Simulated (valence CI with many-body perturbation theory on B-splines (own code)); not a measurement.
# V16+: E2, M1 decay

Computed by relativistic CI+MBPT: five valence electrons over a frozen Dirac-Fock core [He], a basis of 9 s, 9 p, 8 d, 6 f, 3 g, 1 h functions for each j, with the one-electron correlation potential Σ1 (screened to all orders), the two-electron term Σ2, the three-electron term Σ3, Breit, model QED; selected single and double excitations, second order for the rest (own B-spline code, finite nucleus).

No measured levels were compared; by estimate levels of excited configurations hold to 0.05 to 0.15 % of their energy, terms of the ground configuration to about 0.5 %. Among the levels kept, up to 1900 cm⁻¹ of a level comes from second order outside the variational space, and about a tenth of that is noise between levels of different J, which matters for small intervals.

Lines 1 to 30 of 30 in falling wavelength, among levels below 5996.8 × 10³ cm⁻¹, chosen from the decays that carry over 1 % of a level's rate. Wavelengths and rates use the calculated energies, so an error of 500 cm⁻¹ moves a line at 1104 Å by 0.55 % and its rate by three times that or more. Electric multipoles are in the length gauge, E1 and E2 with the static RPA response of the core. S is in atomic units (e²a₀⁴ for E2 and M2, e²a₀⁶ for E3), for M1 in squared Bohr magnetons. Weak lines are less certain than strong ones. Lines between different terms over intervals too small for the method are left out, as are lines whose strength nearly cancels.

Names give the largest LS component (configuration and term), which can be under half, so a name can repeat, a term be missing and a line seem to break the LS rules; names also repeat where a configuration has a term twice. Letters in brackets count levels of one name in rising energy.

| λ vac (Å) | Upper | Lower | Type | A (s⁻¹) | S (a.u.) |
| --- | --- | --- | --- | --- | --- |
| 5175 | 2s2 2p3 2D°_5/2 | 2s2 2p3 2D°_3/2 | M1 | 6.36e+01 | 1.96e+00 |
| 1104 | 2s2 2p3 2P°_1/2 | 2s2 2p3 2D°_3/2 | M1 | 2.19e+03 | 2.19e-01 |
| 996.7 | 2s2 2p3 2P°_3/2 | 2s2 2p3 2D°_5/2 | M1 | 2.99e+03 | 4.39e-01 |
| 835.7 | 2s2 2p3 2P°_3/2 | 2s2 2p3 2D°_3/2 | M1 | 8.56e+03 | 7.41e-01 |
| 824.6 | 2s2 2p3 2D°_3/2 | 2s2 2p3 4S°_3/2 | M1 | 3.35e+03 | 2.78e-01 |
| 711.2 | 2s2 2p3 2D°_5/2 | 2s2 2p3 4S°_3/2 | M1 | 1.53e+02 | 1.23e-02 |
| 472.0 | 2s2 2p3 2P°_1/2 | 2s2 2p3 4S°_3/2 | M1 | 7.72e+03 | 6.02e-02 |
| 415.1 | 2s2 2p3 2P°_3/2 | 2s2 2p3 4S°_3/2 | M1 | 1.11e+04 | 1.18e-01 |
| 18.67 | 2s2 2p2 3p 4D°_1/2 | 2s2 2p3 2D°_5/2 | E2 | 1.17e+08 | 4.74e-04 |
| 18.60 | 2s2 2p2 3p 4D°_1/2 | 2s2 2p3 2D°_3/2 | E2 | 3.60e+08 | 1.43e-03 |
| 18.57 | 2s2 2p2 3p 2S°_1/2 | 2s2 2p3 2D°_5/2 | E2 | 4.37e+08 | 1.72e-03 |
| 18.50 | 2s2 2p2 3p 2S°_1/2 | 2s2 2p3 2D°_3/2 | E2 | 3.34e+08 | 1.29e-03 |
| 18.41 | 2s2 2p2 3p 4P°_5/2 | 2s2 2p3 2D°_5/2 | E2 | 4.00e+08 | 4.53e-03 |
| 18.41 | 2s2 2p2 3p 4P°_3/2 | 2s2 2p3 2D°_3/2 | E2 | 3.29e+08 | 2.49e-03 |
| 18.39 | 2s2 2p2 3p 2F°_5/2 | 2s2 2p3 2P°_3/2 | E2 | 4.24e+08 | 4.78e-03 |
| 18.38 | 2s2 2p2 3p 2D°_3/2 [a] | 2s2 2p3 2D°_5/2 | E2 | 2.79e+08 | 2.09e-03 |
| 18.32 | 2s2 2p2 3p 2D°_3/2 [a] | 2s2 2p3 2D°_3/2 | E2 | 6.19e+08 | 4.56e-03 |
| 18.26 | 2s2 2p2 3p 2D°_5/2 [b] | 2s2 2p3 2P°_3/2 | E2 | 4.29e+08 | 4.67e-03 |
| 18.25 | 2s2 2p2 3p 2D°_5/2 [a] | 2s2 2p3 2D°_5/2 | E2 | 5.75e+08 | 6.22e-03 |
| 18.20 | 2s2 2p2 3p 2P°_1/2 [a] | 2s2 2p3 2D°_5/2 | E2 | 6.77e+08 | 2.41e-03 |
| 18.19 | 2s2 2p2 3p 4D°_1/2 | 2s2 2p3 4S°_3/2 | E2 | 4.77e+08 | 1.70e-03 |
| 18.14 | 2s2 2p2 3p 2P°_1/2 [a] | 2s2 2p3 2D°_3/2 | E2 | 4.18e+08 | 1.46e-03 |
| 18.10 | 2s2 2p2 3p 4D°_3/2 | 2s2 2p3 4S°_3/2 | E2 | 5.65e+08 | 3.92e-03 |
| 18.09 | 2s2 2p2 3p 2S°_1/2 | 2s2 2p3 4S°_3/2 | E2 | 2.32e+08 | 8.02e-04 |
| 18.02 | 2s2 2p2 3p 2F°_7/2 | 2s2 2p3 2D°_5/2 | E2 | 5.59e+08 | 7.59e-03 |
| 18.01 | 2s2 2p2 3p 4D°_5/2 | 2s2 2p3 4S°_3/2 | E2 | 5.86e+08 | 5.95e-03 |
| 18.00 | 2s2 2p2 3p 2F°_5/2 | 2s2 2p3 2D°_3/2 | E2 | 4.07e+08 | 4.12e-03 |
| 17.96 | 2s2 2p2 3p 2P°_1/2 [c] | 2s2 2p3 2P°_3/2 | E2 | 4.69e+08 | 1.57e-03 |
| 17.96 | 2s2 2p2 3p 2F°_7/2 | 2s2 2p3 2D°_3/2 | E2 | 2.41e+08 | 3.22e-03 |
| 17.92 | 2s2 2p2 3p 4D°_7/2 | 2s2 2p3 4S°_3/2 | E2 | 6.59e+08 | 8.70e-03 |
